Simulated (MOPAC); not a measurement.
MOPAC input (PM3):

```
PM3 FORCE THERMO(298,298) PRECISE LET GEO-OK AUX(PRECISION=9) THREADS=1
C5H9B

C     1.90012966 1    1.26729067 1   -0.10357818 1
C     0.60511943 1    1.01394687 1    0.07830226 1
B     0.03748616 1   -0.38096191 1   -0.07608492 1
C     0.93941294 1   -1.55848018 1   -0.44940919 1
C    -1.43992071 1   -0.61971805 1    0.14046200 1
C    -2.26314404 1    0.37659388 1    0.46712487 1
H     2.34483496 1    2.25320685 1   -0.00208100 1
H     2.60235057 1    0.47289646 1   -0.37199391 1
H    -0.09157825 1    1.82233748 1    0.34829664 1
H     1.99615893 1   -1.27936314 1   -0.58436278 1
H     0.89413122 1   -2.33524464 1    0.32780471 1
H     0.59306238 1   -2.02301544 1   -1.38413280 1
H    -1.83687746 1   -1.63428106 1    0.02537197 1
H    -3.32967891 1    0.25074469 1    0.63199832 1
H    -1.90172059 1    1.40120236 1    0.59028287 1
```

From the output:

```
     H   15   0.132036   0.398660   5.215334

          HEAT OF FORMATION =      23.439541 KCALS/MOLE

          ZERO POINT ENERGY      77.910 KCAL/MOL

           NORMAL COORDINATE ANALYSIS (Total motion = 1 Angstrom)

   Root No.       1         2         3         4         5         6         7         8

                 1 A"      2 A"      3 A"      1 A'      2 A'      4 A"      3 A'      4 A'

                  40.5      89.1     137.5     244.9     328.6     373.6     414.5     498.2

           1    0.0000    0.0000   -0.0000   -0.0400   -0.0247   -0.0000   -0.0294   -0.0446
           2   -0.0000   -0.0000    0.0000    0.0443   -0.0679    0.0000   -0.0199   -0.0211
           3    0.0327    0.0180   -0.0398    0.0000   -0.0000   -0.0020   -0.0000    0.0000
           4   -0.0000   -0.0000    0.0000   -0.0377   -0.0251   -0.0000   -0.0283   -0.0407
           5    0.0000    0.0000   -0.0000   -0.0260   -0.0003    0.0000    0.0538    0.0250
           6   -0.0394   -0.0488    0.0340   -0.0000   -0.0000   -0.0059    0.0000    0.0000
           7   -0.0000   -0.0000    0.0000   -0.0071   -0.0264    0.0000    0.0116    0.0493
           8    0.0000    0.0000   -0.0000   -0.0473    0.0006   -0.0000    0.0314   -0.0126
           9   -0.0010   -0.0243    0.0247   -0.0000    0.0000    0.0586    0.0000   -0.0000
          10   -0.0000    0.0000    0.0000    0.0166    0.0702   -0.0000   -0.0336    0.0209
          11    0.0000   -0.0000   -0.0000   -0.0334    0.0470    0.0000    0.0151   -0.0446
          12   -0.0241    0.0280    0.0117   -0.0000    0.0000   -0.0115    0.0000   -0.0000
          13    0.0000   -0.0000   -0.0000   -0.0058   -0.0251    0.0000    0.0218    0.0571
          14   -0.0000    0.0000    0.0000   -0.0008   -0.0015   -0.0000   -0.0445    0.0571
          15    0.0536   -0.0420   -0.0060    0.0000    0.0000    0.0015   -0.0000    0.0000
          16   -0.0000    0.0000   -0.0000    0.0676    0.0051   -0.0000    0.0638   -0.0206
          17    0.0000   -0.0000    0.0000    0.0426    0.0176    0.0000   -0.0239    0.0146
          18   -0.0163    0.0532   -0.0094    0.0000    0.0000   -0.0037   -0.0000    0.0000
          19    0.0000    0.0000   -0.0000   -0.0912    0.0239   -0.0000    0.0341    0.0038
          20   -0.0000   -0.0000    0.0000    0.0788   -0.1012    0.0000   -0.0636   -0.0552
          21    0.0233    0.0114   -0.0643    0.0000   -0.0000   -0.1180   -0.0000   -0.0000
          22    0.0000    0.0000   -0.0000    0.0078   -0.0626    0.0000   -0.0917   -0.0944
          23   -0.0000   -0.0000    0.0000    0.0744   -0.0936   -0.0000   -0.0595   -0.0533
          24    0.1067    0.0860   -0.0758    0.0000   -0.0000    0.1113   -0.0000    0.0000
          25   -0.0000   -0.0000    0.0000   -0.0694    0.0101   -0.0000   -0.0049   -0.0564
          26    0.0000    0.0000   -0.0000   -0.0422    0.0188    0.0000    0.0661    0.0139
          27   -0.1129   -0.1089    0.0800   -0.0000   -0.0000   -0.1089    0.0000    0.0000
          28    0.0000    0.0000    0.0000    0.0146    0.0681   -0.0000   -0.0308    0.0231
          29   -0.0000   -0.0000   -0.0000    0.0007    0.1206    0.0000   -0.0568   -0.0844
          30    0.0555    0.1209    0.1714   -0.0000    0.0000   -0.0795   -0.0000   -0.0000
          31    0.0621    0.0754    0.1282    0.0336    0.1218   -0.0597   -0.0777    0.0005
          32    0.0734    0.0206    0.1112   -0.0418    0.0231    0.0496    0.0366   -0.0360
          33   -0.0950   -0.0120   -0.1073    0.0000   -0.0008   -0.0255   -0.0002    0.0010
          34   -0.0621   -0.0754   -0.1282    0.0336    0.1218    0.0597   -0.0777    0.0005
          35   -0.0734   -0.0206   -0.1112   -0.0418    0.0231   -0.0495    0.0366   -0.0360
          36   -0.0950   -0.0120   -0.1073   -0.0001    0.0008   -0.0255    0.0002   -0.0010
          37    0.0000   -0.0000   -0.0000   -0.0580   -0.0426   -0.0000    0.0249    0.0705
          38   -0.0000    0.0000    0.0000    0.0318    0.0100    0.0000   -0.0447    0.0471
          39    0.1467   -0.1127   -0.0290    0.0000    0.0000   -0.1055   -0.0000   -0.0000
          40    0.0000    0.0000   -0.0000    0.0733    0.0076   -0.0000    0.0683   -0.0302
          41   -0.0000   -0.0000    0.0000    0.1142    0.0497    0.0000    0.0224   -0.0948
          42    0.0108    0.0719   -0.0362    0.0000    0.0000   -0.1250   -0.0000   -0.0000
          43   -0.0000    0.0000    0.0000    0.1226    0.0298    0.0000    0.0999   -0.1144
          44    0.0000   -0.0000   -0.0000    0.0143    0.0046   -0.0000   -0.0419    0.0638
          45   -0.1067    0.1158    0.0162   -0.0000   -0.0000    0.1052   -0.0000    0.0000

   Root No.       9        10        11        12        13        14        15        16

                 5 A"      6 A"      5 A'      7 A"      6 A'      8 A"      7 A'      9 A"

                 514.4     604.0     741.6     829.2     851.3     955.6     968.0     969.0

           1    0.0000   -0.0000    0.0197   -0.0000    0.0020    0.0000   -0.0098   -0.0000
           2   -0.0000    0.0000    0.0211   -0.0000    0.0048   -0.0000   -0.0253    0.0000
           3    0.0038    0.0009    0.0000   -0.0039    0.0000    0.0014   -0.0000   -0.0127
           4   -0.0000   -0.0000    0.0143   -0.0000    0.0018    0.0000   -0.0061   -0.0000
           5    0.0000    0.0000    0.0663    0.0000    0.0086   -0.0000    0.0019    0.0000
           6   -0.0424   -0.0202    0.0000   -0.0121    0.0000    0.0116    0.0000   -0.0466
           7   -0.0000    0.0000    0.0007    0.0000   -0.0270    0.0000    0.0164    0.0000
           8    0.0000   -0.0000   -0.0024   -0.0000    0.0039   -0.0000    0.0302   -0.0000
           9   -0.0009    0.0323   -0.0000    0.0728    0.0000    0.0197    0.0000    0.0338
          10    0.0000    0.0000    0.0193   -0.0000   -0.0484   -0.0000   -0.0047   -0.0000
          11   -0.0000   -0.0000   -0.0621    0.0000   -0.0131    0.0000   -0.0140    0.0000
          12    0.0067    0.0261   -0.0000   -0.0370    0.0000   -0.0067   -0.0000   -0.0108
          13    0.0000   -0.0000   -0.0476   -0.0000    0.0273   -0.0000    0.0075   -0.0000
          14   -0.0000    0.0000   -0.0151    0.0000    0.0047    0.0000    0.0101    0.0000
          15    0.0358   -0.0303    0.0000   -0.0089   -0.0000   -0.0483    0.0000   -0.0168
          16   -0.0000   -0.0000   -0.0202    0.0000    0.0198   -0.0000   -0.0270   -0.0000
          17    0.0000   -0.0000    0.0056    0.0000   -0.0050    0.0000   -0.0076    0.0000
          18   -0.0042    0.0000    0.0000   -0.0021   -0.0000   -0.0068    0.0000   -0.0117
          19    0.0000    0.0000    0.1273    0.0000    0.0342    0.0000   -0.1294    0.0000
          20   -0.0000   -0.0000   -0.0519   -0.0000   -0.0175   -0.0000    0.0569   -0.0000
          21    0.2251    0.1147   -0.0000    0.1064   -0.0000    0.0298    0.0000    0.0093
          22   -0.0000   -0.0000   -0.0755   -0.0000   -0.0235   -0.0000    0.0922    0.0000
          23    0.0000    0.0000   -0.0401    0.0000   -0.0126    0.0000    0.0411   -0.0000
          24   -0.1558   -0.0854   -0.0000   -0.0783    0.0000   -0.0827   -0.0000    0.2222
          25    0.0000    0.0000    0.0292   -0.0000    0.0103   -0.0000    0.0324    0.0000
          26   -0.0000   -0.0000    0.0739    0.0000    0.0133    0.0000    0.0261   -0.0000
          27    0.0699    0.0110    0.0000   -0.0764   -0.0000   -0.1344    0.0000    0.3334
          28    0.0000   -0.0000    0.0197    0.0000   -0.0568    0.0000   -0.0052    0.0000
          29   -0.0000    0.0000   -0.0410   -0.0000    0.2556   -0.0000    0.0225   -0.0000
          30    0.0054   -0.0839   -0.0000    0.0506    0.0000    0.0060    0.0000    0.0085
          31    0.0023   -0.0980    0.0492    0.0812    0.1340    0.0128    0.0354    0.0140
          32    0.0143    0.1425   -0.0846   -0.1220   -0.1052   -0.0195   -0.0402   -0.0301
          33   -0.0045   -0.0415    0.0049    0.0228    0.0028    0.0030    0.0042    0.0061
          34   -0.0023    0.0980    0.0492   -0.0812    0.1340   -0.0128    0.0354   -0.0140
          35   -0.0143   -0.1425   -0.0846    0.1220   -0.1052    0.0195   -0.0402    0.0301
          36   -0.0045   -0.0416   -0.0049    0.0228   -0.0028    0.0030   -0.0043    0.0061
          37   -0.0000    0.0000   -0.0686   -0.0000    0.0485    0.0000    0.1332    0.0000
          38    0.0000   -0.0000   -0.0019    0.0000   -0.0086   -0.0000   -0.0641   -0.0000
          39   -0.0639    0.0135    0.0000   -0.0801   -0.0000    0.3510   -0.0000    0.0941
          40   -0.0000    0.0000   -0.0131    0.0000    0.0137   -0.0000   -0.0104    0.0000
          41    0.0000   -0.0000    0.0957   -0.0000   -0.0837    0.0000    0.1714   -0.0000
          42   -0.2074    0.1362    0.0000    0.0940   -0.0000   -0.0298    0.0000    0.0531
          43    0.0000   -0.0000    0.0472   -0.0000   -0.0348    0.0000    0.1174    0.0000
          44   -0.0000    0.0000   -0.0295    0.0000    0.0233   -0.0000   -0.0813   -0.0000
          45    0.1484   -0.0900   -0.0000   -0.0808    0.0000    0.2247   -0.0000    0.0797

   Root No.      17        18        19        20        21        22        23        24

                 8 A'     10 A"     11 A"      9 A'     10 A'     11 A'     12 A'     13 A'

                 987.9    1059.2    1067.7    1117.8    1159.4    1218.3    1267.2    1319.8

           1    0.0017    0.0000   -0.0000   -0.0021   -0.0093   -0.0122   -0.0208   -0.0124
           2    0.0254   -0.0000    0.0000    0.0221    0.0135    0.0200    0.0176    0.0027
           3    0.0000    0.0450   -0.0448    0.0000    0.0000    0.0000    0.0000    0.0000
           4    0.0028   -0.0000    0.0000   -0.0003   -0.0074   -0.0016   -0.0039   -0.0229
           5   -0.0224    0.0000   -0.0000   -0.0241    0.0103   -0.0440   -0.0445   -0.0091
           6   -0.0000   -0.0206    0.0304   -0.0000    0.0000   -0.0000   -0.0000    0.0000
           7    0.0166   -0.0000   -0.0000   -0.0723   -0.0203   -0.0180    0.0871    0.0029
           8   -0.0180    0.0000    0.0000    0.0268   -0.0845    0.0591    0.0193    0.0045
           9   -0.0000   -0.0010   -0.0166    0.0000   -0.0000    0.0000   -0.0000    0.0000
          10   -0.0103    0.0000    0.0000    0.0262   -0.0026    0.0053   -0.0151   -0.0016
          11    0.0178   -0.0000   -0.0000   -0.0145    0.0119   -0.0032    0.0035    0.0161
          12    0.0000    0.0006    0.0041   -0.0000    0.0000   -0.0000    0.0000    0.0000
          13    0.0097    0.0000    0.0000   -0.0032    0.0307    0.0335   -0.0453    0.0094
          14    0.0101   -0.0000   -0.0000    0.0051    0.0189    0.0105   -0.0268   -0.0094
          15    0.0000    0.0253    0.0254    0.0000    0.0000   -0.0000    0.0000   -0.0000
          16   -0.0206   -0.0000   -0.0000    0.0149   -0.0172   -0.0076    0.0058    0.0026
          17   -0.0064    0.0000    0.0000    0.0175   -0.0124   -0.0264    0.0216   -0.0060
          18    0.0000   -0.0495   -0.0405    0.0000   -0.0000   -0.0000    0.0000   -0.0000
          19    0.1402   -0.0000    0.0000    0.0606    0.0336    0.0160   -0.0149    0.1795
          20   -0.0715    0.0000   -0.0000   -0.0207   -0.0135   -0.0018    0.0094   -0.1181
          21   -0.0000   -0.1871    0.1848   -0.0000   -0.0000    0.0000    0.0000   -0.0000
          22   -0.1284   -0.0000    0.0000   -0.0693   -0.0068   -0.1080   -0.1282    0.1844
          23   -0.0601    0.0000   -0.0000   -0.0195    0.0166   -0.0384   -0.0476    0.1183
          24    0.0000   -0.1681    0.1493    0.0000    0.0000    0.0000    0.0000    0.0000
          25   -0.1254    0.0000   -0.0000    0.0854    0.3010    0.1080    0.2041    0.0179
          26   -0.0967   -0.0000    0.0000    0.0254    0.1849    0.0188    0.0707    0.0145
          27   -0.0000    0.0422   -0.0966   -0.0000    0.0000   -0.0000   -0.0000    0.0000
          28   -0.0112   -0.0000   -0.0000    0.0315   -0.0100    0.0134   -0.0153    0.0013
          29    0.0500    0.0000    0.0000   -0.1329    0.0640   -0.0850    0.0653   -0.0418
          30    0.0000   -0.0019   -0.0016   -0.0000    0.0000   -0.0000    0.0000   -0.0000
          31   -0.0046    0.0048   -0.0108   -0.0119   -0.0491    0.0326    0.0240   -0.0037
          32    0.0235   -0.0013    0.0129   -0.0119    0.0673   -0.0543   -0.0004   -0.0679
```
